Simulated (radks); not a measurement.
Values are calculated unless marked as measured or tabulated.
The argon ion Ar+, 17 electrons, occupied as [Ne] 3s2 3p5. Level of theory: non-relativistic Kohn-Sham, PBE, spin-unpolarised, spherical densities, point nucleus (a radial shooting solver on a logarithmic mesh with Libxc functionals).

X-ray form factor f0, the Fourier transform of the density (f0(0) = 17):

sin(theta)/lambda (1/angstrom),f0 (electrons)
0.05,16.638
0.1,15.650
0.15,14.281
0.2,12.805
0.25,11.427
0.3,10.258
0.4,8.594
0.5,7.573
0.6,6.850
0.8,5.604
1,4.429
1.25,3.229
1.5,2.413
2,1.607
